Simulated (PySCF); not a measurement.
Level of theory: delta-SCF UKS SCAN, pcX-2 on the ionised atom, pcseg-1 elsewhere, spin-free X2C (PySCF 2.14.0). Geometries: PBE0-D3(BJ)/def2-SVP; isolated species, one conformer each. Values against the vacuum level. Spin–orbit and ligand-field terms were added within each 2p shell after the spin-free SCF.

Question: Order these sites by rising Si 1s binding energy.
A. Si4 in `[CH3:1][N:2]([CH3:3])[SiH2:4][O:5][SiH2:6][SiH3:7]`
B. Si5 in `[CH3:1][N:2]([CH3:3])[SiH2:4][SiH2:5][O:6][SiH3:7]`
C. Si5 in `[CH3:1][N:2]([CH3:3])[Si@@H:4]([SiH3:5])[O:6][SiH3:7]`

Answer: C (1846.00 eV), B (1846.81 eV), A (1847.27 eV).

From the lowest up, the atoms are bonded to: 3 H and Si (1846.00); O, 2 H and Si (1846.81); O, N and 2 H (1847.27).

Question: Rank by computed Si 2p3/2 binding energy, lowest first.
A. Si4 in `[CH3:1][N:2]([CH3:3])[SiH2:4][SiH2:5][O:6][SiH3:7]`
B. Si4 in `[CH3:1][N:2]([CH3:3])[Si@@H:4]([SiH3:5])[O:6][SiH3:7]`
C. Si4 in `[CH3:1][CH2:2][O:3][SiH2:4][N:5]([SiH3:6])[SiH3:7]`

Answer: A (106.36 eV), B (106.85 eV), C (107.39 eV).

The highest is bonded to O, N and 2 H, the lowest to N, 2 H and Si; the range is 1.03 eV.
